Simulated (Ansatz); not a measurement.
Consider the ligand exchange at the Si–Cl bond: `C[SiH2][SiH2]Cl` + H₂Se → `C[SiH2][SiH2][SeH]` + HCl.

Gas-phase electronic energies from Ansatz, PBE0-D4/def2-TZVP geometries. CCSD(T)/CBS is the MP2 limit (def2-TZVPP, def2-QZVPP) plus CCSD(T) − MP2 in def2-TZVPP, frozen cores. This one scheme is used for every species. For Se outer-core shells are correlated without core-valence functions, which leaves a few kJ/mol of doubt a bond. Scalar relativity is left out up to krypton. One conformer a species, not always the lowest.

```csv
species,CCSD/CBS(def2) energy (Eh)
`C[SiH2][SiH2]Cl`,-1080.22668
H₂Se,-2401.88824
`C[SiH2][SiH2][SeH]`,-3021.73084
HCl,-460.37334
```

(1) Work out ΔE.

Largest T1 diagnostic among the species: 0.010.

Results:

(1) ΔE = (-3021.73084) + (-460.37334) − (-1080.22668) − (-2401.88824) = 0.01074 Eh = +6.7 kcal/mol. CCSD(T)/CBS gives +6.3 kcal/mol.

The D4 term adds −1.1 kcal/mol with B3LYP and −0.6 kcal/mol with PBE0; it sums over pairs of atoms, weighted by their polarisabilities, and B3LYP, whose exchange is more repulsive, gets the larger term. In def2-TZVPP, CCSD(T) changes the Hartree–Fock value by −3.4 kcal/mol (the triples alone add −0.5 kcal/mol) and MP2 by −3.7 kcal/mol.

B3LYP here is the variant with VWN-RPA as its local correlation; programs differ in this.
